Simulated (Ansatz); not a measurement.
Li6N2. Total charge 0; triplet. Geometry r2SCAN-D4/def2-TZVP, that of the neutral singlet; atoms count from 1.

```xyz
8

Li    1.052    0.941   -0.032
Li   -0.854    2.433    1.947
Li   -1.414    0.075   -0.050
Li   -0.083    0.296   -2.564
Li    0.170   -0.526    2.076
Li    0.743   -2.106   -0.707
N     0.244   -0.713    0.357
N     0.144   -0.399   -1.028
```

At PBE0-D4/def2-TZVP a singlet of charge 0 lies 0.46 eV below the triplet at the same geometry. The structure comes from a short search, and lower isomers may exist.

Q: Estimate the Mulliken populations from the PBE0/def2-TZVP orbitals of Ansatz.

A: 
```csv
atom,charge (e),spin (α − β)
Li1,0.48,0.05
Li2,-0.08,-0.07
Li3,0.49,0.06
Li4,0.11,0.74
Li5,0.35,0.31
Li6,0.66,0.04
N7,-1.03,0.43
N8,-0.99,0.43
```
Mulliken values and Mayer orders depend strongly on the basis.

Q: Where does the spin sit?

A: Summed by element: Li 1.14, N 0.86, of 2 unpaired in all. Largest on single atoms: Li4 0.74, N8 0.43, N7 0.43.

Q: And the Mayer bond orders between bonded heavy atoms (over 0.3)?

A: N7–N8 1.07 (1.42 Å). Values over 0.3 also appear between atoms too far apart for a bond (Li2–Li5 0.45 at 3.13 Å); they arise where an orbital or an unpaired electron spreads over both atoms.
